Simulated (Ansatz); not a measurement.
The cluster H3Au3. Total charge 0; singlet. Geometry PBE-D4/def2-TZVP.

```xyz
6

Au    0.103    0.519    1.457
Au   -0.853    0.771   -1.039
Au    0.751   -1.291   -0.418
H     0.858   -0.001    2.731
H     0.862   -2.076   -1.772
H    -1.720    2.077   -0.959
```

In the def2 sets Au takes a core potential; there is no spin–orbit coupling. The structure comes from a short search, and lower isomers may exist.

Question: Estimate the orbital energies around the gap (eV) in Ansatz with LDA (SPW92)/def2-TZVP, r2SCAN-D4/def2-TZVPD, B97M-V/def2-TZVP, r2SCANh-D4/def2-TZVP, PBE0-D4/def2-SVP.

Answer: 
```json
{"orbital": "HOMO−9", "LDA (SPW92)/def2-TZVP": "-8.44", "r2SCAN-D4/def2-TZVPD": "-8.51", "B97M-V/def2-TZVP": "-8.58", "r2SCANh-D4/def2-TZVP": "-9.13", "PBE0-D4/def2-SVP": "-9.81"}
{"orbital": "HOMO−8", "LDA (SPW92)/def2-TZVP": "-8.36", "r2SCAN-D4/def2-TZVPD": "-8.41", "B97M-V/def2-TZVP": "-8.48", "r2SCANh-D4/def2-TZVP": "-9.02", "PBE0-D4/def2-SVP": "-9.67"}
{"orbital": "HOMO−7", "LDA (SPW92)/def2-TZVP": "-8.06", "r2SCAN-D4/def2-TZVPD": "-8.11", "B97M-V/def2-TZVP": "-8.21", "r2SCANh-D4/def2-TZVP": "-8.73", "PBE0-D4/def2-SVP": "-9.40"}
{"orbital": "HOMO−6", "LDA (SPW92)/def2-TZVP": "-8.05", "r2SCAN-D4/def2-TZVPD": "-8.11", "B97M-V/def2-TZVP": "-8.21", "r2SCANh-D4/def2-TZVP": "-8.73", "PBE0-D4/def2-SVP": "-9.40"}
{"orbital": "HOMO−5", "LDA (SPW92)/def2-TZVP": "-7.98", "r2SCAN-D4/def2-TZVPD": "-7.93", "B97M-V/def2-TZVP": "-8.05", "r2SCANh-D4/def2-TZVP": "-8.59", "PBE0-D4/def2-SVP": "-9.31"}
{"orbital": "HOMO−4", "LDA (SPW92)/def2-TZVP": "-7.83", "r2SCAN-D4/def2-TZVPD": "-7.93", "B97M-V/def2-TZVP": "-7.97", "r2SCANh-D4/def2-TZVP": "-8.50", "PBE0-D4/def2-SVP": "-9.21"}
{"orbital": "HOMO−3", "LDA (SPW92)/def2-TZVP": "-7.76", "r2SCAN-D4/def2-TZVPD": "-7.85", "B97M-V/def2-TZVP": "-7.97", "r2SCANh-D4/def2-TZVP": "-8.50", "PBE0-D4/def2-SVP": "-9.21"}
{"orbital": "HOMO−2", "LDA (SPW92)/def2-TZVP": "-7.76", "r2SCAN-D4/def2-TZVPD": "-7.85", "B97M-V/def2-TZVP": "-7.81", "r2SCANh-D4/def2-TZVP": "-8.44", "PBE0-D4/def2-SVP": "-8.93"}
{"orbital": "HOMO−1", "LDA (SPW92)/def2-TZVP": "-7.20", "r2SCAN-D4/def2-TZVPD": "-7.16", "B97M-V/def2-TZVP": "-7.03", "r2SCANh-D4/def2-TZVP": "-7.59", "PBE0-D4/def2-SVP": "-7.96"}
{"orbital": "HOMO", "LDA (SPW92)/def2-TZVP": "-7.20", "r2SCAN-D4/def2-TZVPD": "-7.16", "B97M-V/def2-TZVP": "-7.03", "r2SCANh-D4/def2-TZVP": "-7.59", "PBE0-D4/def2-SVP": "-7.96"}
{"orbital": "LUMO", "LDA (SPW92)/def2-TZVP": "-4.06", "r2SCAN-D4/def2-TZVPD": "-3.76", "B97M-V/def2-TZVP": "-3.75", "r2SCANh-D4/def2-TZVP": "-3.50", "PBE0-D4/def2-SVP": "-3.12"}
{"orbital": "LUMO+1", "LDA (SPW92)/def2-TZVP": "-2.73", "r2SCAN-D4/def2-TZVPD": "-2.29", "B97M-V/def2-TZVP": "-2.36", "r2SCANh-D4/def2-TZVP": "-1.96", "PBE0-D4/def2-SVP": "-1.60"}
{"orbital": "LUMO+2", "LDA (SPW92)/def2-TZVP": "-2.73", "r2SCAN-D4/def2-TZVPD": "-2.29", "B97M-V/def2-TZVP": "-2.35", "r2SCANh-D4/def2-TZVP": "-1.96", "PBE0-D4/def2-SVP": "-1.60"}
{"orbital": "LUMO+3", "LDA (SPW92)/def2-TZVP": "-2.00", "r2SCAN-D4/def2-TZVPD": "-1.77", "B97M-V/def2-TZVP": "-1.91", "r2SCANh-D4/def2-TZVP": "-1.38", "PBE0-D4/def2-SVP": "-1.20"}
{"orbital": "LUMO+4", "LDA (SPW92)/def2-TZVP": "0.17", "r2SCAN-D4/def2-TZVPD": "0.66", "B97M-V/def2-TZVP": "0.27", "r2SCANh-D4/def2-TZVP": "0.90", "PBE0-D4/def2-SVP": "1.08"}
{"orbital": "LUMO+5", "LDA (SPW92)/def2-TZVP": "0.17", "r2SCAN-D4/def2-TZVPD": "0.66", "B97M-V/def2-TZVP": "0.27", "r2SCANh-D4/def2-TZVP": "0.90", "PBE0-D4/def2-SVP": "1.08"}
```
